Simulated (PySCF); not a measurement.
PySCF job for formaldehyde (CH₂O), SMILES O=C, TDA-M06-2X/def2-TZVPD. Coordinates come from a PBE0-D3(BJ)/def2-TZVPD optimisation.

```python
import numpy as np
from pyscf import gto, scf, dft, tdscf

mol = gto.M(
    atom='''
    C     0.00000000    0.00000000   -0.52458937
    O     0.00000000    0.00000000    0.67123617
    H     0.00000000   -0.94044267   -1.11117654
    H     0.00000000    0.94044267   -1.11117654
    ''',
    basis='def2-TZVPD',
    charge=0,
    spin=0,
    symmetry=True,
    max_memory=2000,
    verbose=4,
)
mf = dft.RKS(mol, xc='m06-2x').density_fit(auxbasis='def2-universal-jkfit')
mf.grids.level = 4
mf.conv_tol = 1e-9
mf.max_cycle = 100
mf.kernel()
mf.grids = dft.Grids(mol).set(level=2).build(with_non0tab=True)  # coarser grid for the response kernel
td = tdscf.TDA(mf)
td.singlet = True
td.nstates = 10
td.conv_tol = 1e-5
td.kernel(x0=td.get_init_guess(mf, 16))
td.analyze()
tt = tdscf.TDA(mf)
tt.singlet = False
tt.nstates = 4
tt.conv_tol = 1e-5
tt.kernel(x0=tt.get_init_guess(mf, 10))
tt.analyze()
```

It prints:

```
PySCF version 2.14.0

[INPUT] verbose = 4
[INPUT] num. atoms = 4
[INPUT] num. electrons = 16
[INPUT] charge = 0
[INPUT] spin (= nelec alpha-beta = 2S) = 0
[INPUT] symmetry True subgroup None
[INPUT] Mole.unit = angstrom
[INPUT] Symbol           X                Y                Z      unit          X                Y                Z       unit  Magmom
[INPUT]  1 C      0.000000000000   0.000000000000  -0.524589370000 AA    0.000000000000   0.000000000000  -0.991330237158 Bohr   0.0
[INPUT]  2 O      0.000000000000   0.000000000000   0.671236170000 AA    0.000000000000   0.000000000000   1.268452526202 Bohr   0.0
[INPUT]  3 H      0.000000000000  -0.940442670000  -1.111176540000 AA    0.000000000000  -1.777179082155  -2.099819336642 Bohr   0.0
[INPUT]  4 H      0.000000000000   0.940442670000  -1.111176540000 AA    0.000000000000   1.777179082155  -2.099819336642 Bohr   0.0

nuclear repulsion = 31.4527771569648
point group symmetry = C2v
symmetry origin: [0.00000000e+00 0.00000000e+00 7.08647291e-09]
symmetry axis x: [1. 0. 0.]
symmetry axis y: [0. 1. 0.]
symmetry axis z: [0. 0. 1.]
num. orbitals of irrep A1 = 42
num. orbitals of irrep A2 = 10
num. orbitals of irrep B1 = 19
num. orbitals of irrep B2 = 24
number of shells = 37
number of NR pGTOs = 129
number of NR cGTOs = 95
basis = def2-TZVPD
ecp = {}


[settings echo left out]
init E= -114.635169056774
HOMO (B2) = -0.324776108826832  LUMO (B1) = -0.0892765395507711  gap/eV = 6.40827
cycle= 1 E= -114.397073729429  delta_E= 0.238  |g|= 0.698  |ddm|= 1.35
HOMO (B2) = -0.226225691536098  LUMO (A1) = -0.0013504895017924  gap/eV = 6.11917
cycle= 2 E= -114.228772860552  delta_E= 0.168  |g|= 1.22  |ddm|= 0.886
HOMO (B2) = -0.344836526306394  LUMO (B1) = -0.0155262997574658  gap/eV = 8.96099
cycle= 3 E= -114.499500153415  delta_E= -0.271  |g|= 0.032  |ddm|= 0.529
HOMO (B2) = -0.346237299674514  LUMO (B1) = -0.00791428588634974  gap/eV = 9.20624
cycle= 4 E= -114.499813744945  delta_E= -0.000314  |g|= 0.0155  |ddm|= 0.046
HOMO (B2) = -0.348625731632679  LUMO (B1) = -0.00816612203050537  gap/eV = 9.26438
cycle= 5 E= -114.499868793026  delta_E= -5.5e-05  |g|= 0.00501  |ddm|= 0.011
HOMO (B2) = -0.348464615110843  LUMO (B1) = -0.00751725916242274  gap/eV = 9.27765
cycle= 6 E= -114.499874866396  delta_E= -6.07e-06  |g|= 0.00134  |ddm|= 0.00422
HOMO (B2) = -0.348801726810516  LUMO (B1) = -0.00779830588622327  gap/eV = 9.27918
cycle= 7 E= -114.499875336458  delta_E= -4.7e-07  |g|= 0.000248  |ddm|= 0.00122
HOMO (B2) = -0.348794844509238  LUMO (B1) = -0.00775195434768594  gap/eV = 9.28025
cycle= 8 E= -114.499875353176  delta_E= -1.67e-08  |g|= 2.2e-05  |ddm|= 0.000228
HOMO (B2) = -0.348798929858769  LUMO (B1) = -0.00775261288928364  gap/eV = 9.28034
cycle= 9 E= -114.499875353308  delta_E= -1.31e-10  |g|= 1.33e-06  |ddm|= 4.25e-05
HOMO (B2) = -0.348798899955917  LUMO (B1) = -0.00775244842392647  gap/eV = 9.28035
Extra cycle  E= -114.499875353308  delta_E= -4.55e-13  |g|= 5.06e-07  |ddm|= 2.86e-06
converged SCF energy = -114.499875353308
tot grids = 33160


******** <class 'pyscf.tdscf.rks.TDA'> for <class 'pyscf.df.df_jk.DFSymAdaptedRKS'> ********
nstates = 10 singlet
deg_eia_thresh = 1.000e-03
wfnsym = None
conv_tol = 1e-05
eigh lindep = 1e-12
eigh level_shift = 0
eigh max_cycle = 100


Excitation energies (eV)
[ 3.84956757  7.35325368  8.52679537  8.57377409  8.88150658  9.08283124
  9.70048804  9.95021574 10.21993368 10.24323079]

** Singlet excitation energies and oscillator strengths **
Excited State   1:   A2      3.84957 eV    322.07 nm  f=0.0000
       8 -> 9        -0.69338
Excited State   2:   B2      7.35325 eV    168.61 nm  f=0.0243
       8 -> 10        0.69275
Excited State   3:   B2      8.52680 eV    145.41 nm  f=0.0606
       8 -> 12       -0.65995
       8 -> 14        0.21748
Excited State   4:   A1      8.57377 eV    144.61 nm  f=0.0805
       8 -> 11       -0.69992
Excited State   5:   A2      8.88151 eV    139.60 nm  f=0.0000
       8 -> 13        0.69858
Excited State   6:   B1      9.08283 eV    136.50 nm  f=0.0001
       6 -> 9         0.69232
       6 -> 18        0.10043
Excited State   7:   B2      9.70049 eV    127.81 nm  f=0.0161
       8 -> 12       -0.22727
       8 -> 14       -0.65557
Excited State   8:   A1      9.95022 eV    124.60 nm  f=0.0558
       7 -> 9        -0.54035
       8 -> 15       -0.40936
       8 -> 27        0.10785
Excited State   9:   B2     10.21993 eV    121.32 nm  f=0.0427
       8 -> 16       -0.69696
Excited State  10:   A2     10.24323 eV    121.04 nm  f=0.0000
       5 -> 9         0.68464

** Transition electric dipole moments (AU) **
state          X           Y           Z        Dip. S.      Osc.
  1         0.0000      0.0000     -0.0000      0.0000      0.0000
  2         0.0000     -0.3672      0.0000      0.1349      0.0243
  3         0.0000      0.5384     -0.0000      0.2899      0.0606
  4         0.0000     -0.0000     -0.6190      0.3832      0.0805
  5        -0.0000     -0.0000      0.0000      0.0000      0.0000
  6        -0.0227     -0.0000     -0.0000      0.0005      0.0001
  7        -0.0000      0.2600      0.0000      0.0676      0.0161
  8         0.0000      0.0000      0.4785      0.2290      0.0558
  9        -0.0000      0.4128     -0.0000      0.1704      0.0427
 10         0.0000     -0.0000      0.0000      0.0000      0.0000

** Transition velocity dipole moments (imaginary part, AU) **
state          X           Y           Z        Dip. S.      Osc.
  1         0.0000      0.0000     -0.0000      0.0000      0.0000
  2         0.0000     -0.0802      0.0000      0.0064      0.0159
  3         0.0000      0.1726     -0.0000      0.0298      0.0634
  4         0.0000      0.0000     -0.1667      0.0278      0.0588
  5        -0.0000     -0.0000      0.0000      0.0000      0.0000
  6         0.0493      0.0000     -0.0000      0.0024      0.0049
  7        -0.0000      0.0642      0.0000      0.0041      0.0077
  8         0.0000      0.0000      0.0017      0.0000      0.0000
  9        -0.0000      0.1200     -0.0000      0.0144      0.0256
 10         0.0000     -0.0000      0.0000      0.0000      0.0000

** Transition magnetic dipole moments (imaginary part, AU) **
state          X           Y           Z
  1        -0.0000      0.0000      1.1956
  2         0.5921     -0.0000     -0.0000
  3         0.6077      0.0000      0.0000
  4         0.0000     -0.0000     -0.0000
  5        -0.0000      0.0000      0.0246
  6         0.0000      1.4244      0.0000
  7        -1.0613      0.0000      0.0000
  8        -0.0000     -0.0000      0.0000
  9        -0.5345      0.0000      0.0000
 10         0.0000      0.0000      0.6611


******** <class 'pyscf.tdscf.rks.TDA'> for <class 'pyscf.df.df_jk.DFSymAdaptedRKS'> ********
nstates = 4 triplet
deg_eia_thresh = 1.000e-03
wfnsym = None
conv_tol = 1e-05
eigh lindep = 1e-12
eigh level_shift = 0
eigh max_cycle = 100


Excitation energies (eV)
[3.31275515 6.24307445 7.26792261 8.14564044]

** Triplet excitation energies and oscillator strengths **
Excited State   1:   A2      3.31276 eV    374.26 nm  f=0.0000
       8 -> 9        -0.69140
       8 -> 18       -0.10672
Excited State   2:   A1      6.24307 eV    198.59 nm  f=0.0000
       7 -> 9         0.68765
       7 -> 18        0.12351
Excited State   3:   B2      7.26792 eV    170.59 nm  f=0.0000
       8 -> 10        0.68888
Excited State   4:   B1      8.14564 eV    152.21 nm  f=0.0000
       6 -> 9        -0.68932
       6 -> 18       -0.11955

** Transition electric dipole moments (AU) **
state          X           Y           Z        Dip. S.      Osc.
  1         0.0000      0.0000      0.0000      0.0000      0.0000
  2         0.0000      0.0000      0.0000      0.0000      0.0000
  3         0.0000      0.0000      0.0000      0.0000      0.0000
  4         0.0000      0.0000      0.0000      0.0000      0.0000

** Transition velocity dipole moments (imaginary part, AU) **
state          X           Y           Z        Dip. S.      Osc.
  1        -0.0000     -0.0000     -0.0000      0.0000      0.0000
  2        -0.0000     -0.0000     -0.0000      0.0000      0.0000
  3        -0.0000     -0.0000     -0.0000      0.0000      0.0000
  4        -0.0000     -0.0000     -0.0000      0.0000      0.0000

** Transition magnetic dipole moments (imaginary part, AU) **
state          X           Y           Z
  1        -0.0000     -0.0000     -0.0000
  2        -0.0000     -0.0000     -0.0000
  3        -0.0000     -0.0000     -0.0000
  4        -0.0000     -0.0000     -0.0000
```

The run converged.
